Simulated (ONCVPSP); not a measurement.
What one change does to a pseudopotential (Ca, ONCV)

Ca (Z = 20), optimised norm-conserving Vanderbilt (ONCV), made with ONCVPSP 4.0.1 (PBE, scalar-relativistic). Core [Ne], reference 3s2 3p6 4s1.75 4p0.25. Waves: 3s+4s: rc 2.10 bohr, ncon 4, nbas 7, qcut 5 1/bohr, 2 projectors; 3p+4p: rc 2.05 bohr, ncon 4, nbas 8, qcut 8.5 1/bohr, 2 projectors; d scattering state at 0.32 Ha: rc 2.00 bohr, ncon 4, nbas 9, qcut 4.6 1/bohr, 1 projector; f scattering state at 0.17 Ha: rc 2.00 bohr, ncon 4, nbas 9, qcut 6.2 1/bohr, 3 projectors, debl 0.4 Ha. Local part: polynomial inside 1.70 bohr (lpopt 5, dvloc0 0 Ha). Core correction: Teter function, fcfact 3.25, rcfact 1.1.

In the d channel the program set the typed energies aside and used -0.082 Ha.

All-electron outer shells of the reference configuration (PBE, scalar-relativistic, ld1.x):

```json
{"shell": "2p", "level (eV)": "-335.10", "outermost node (bohr)": "–", "outermost maximum (bohr)": "0.25"}
{"shell": "3s", "level (eV)": "-47.44", "outermost node (bohr)": "0.45", "outermost maximum (bohr)": "0.99"}
{"shell": "3p", "level (eV)": "-28.36", "outermost node (bohr)": "0.42", "outermost maximum (bohr)": "1.04"}
{"shell": "4s", "level (eV)": "-3.94", "outermost node (bohr)": "1.43", "outermost maximum (bohr)": "3.38"}
{"shell": "4p", "level (eV)": "-1.55", "outermost node (bohr)": "1.62", "outermost maximum (bohr)": "4.34"}
```

Change: s: ncon 5, nbas 8.

Cutoffs: the cutoffs (Ha) at which the residual kinetic energy of the hardest occupied pseudo-wave falls to 1 and 0.1 mHa per electron; they do not see the model core or the augmentation charge, which bear on the density cutoff. Errors are all-electron minus pseudo energies relative to the spin-unpolarised reference configuration.

**Question.** Predict the effect on cutoff, ghosts and configuration errors.

**Answer.** The potential gets neither clearly harder nor softer (16 Ha and 20 Ha → 16 Ha and 20 Ha); the p channel sets the loose cutoff, while the largest relative change is in s, which becomes harder; of the 4 tests that both files solve, the error grows in 0 and shrinks in 1 by more than 15 % and 0.3 meV (median size 1.5 → 1.4 meV); neither file shows a bound ghost.

```tsv
quantity	base	changed
cutoff, loose	16 Ha	16 Ha
cutoff, tight	20 Ha	20 Ha
loose cutoff by channel	s 5.4 Ha, p 16 Ha	s 8.9 Ha, p 16 Ha
bound ghosts	none	none
GHOST(+) flags under 300 eV	none	none
error for 3s2 3p6 4s2 4p0, meV [ΔE -0.59 eV]	0.0	0.0
error for 3s2 3p6 4s1 4p0, meV [ΔE 5.71 eV]	-0.4	-0.3
error for 3s2 3p6 4s0 4p0, meV [ΔE 17.54 eV]	-2.6	-2.4
error for 3s1 3p6 4s2 4p0, meV [ΔE 53.63 eV]	-261	-192
s: phases at 2.13 bohr within 0.05 rad from the reference energy up to (Ha; the scan ends near 5)	4.6	to the end of the scan
p: phases at 2.08 bohr within 0.05 rad from the reference energy up to (Ha; the scan ends near 5)	to the end of the scan	to the end of the scan
d: phases at 2.03 bohr within 0.05 rad from the reference energy up to (Ha; the scan ends near 5)	0.8	0.8
f: phases at 2.03 bohr within 0.05 rad from the reference energy up to (Ha; the scan ends near 5)	to the end of the scan	to the end of the scan
rms error of d²Exc/dni dnj with the model core, mHa	0.50	0.44
```

Base: The cutoffs count occupied waves only; projector 1 of the d channel, the hardest unoccupied one, needs 67 Ha at the loose tolerance. Changed file: The cutoffs count occupied waves only; projector 1 of the d channel, the hardest unoccupied one, needs 67 Ha at the loose tolerance.
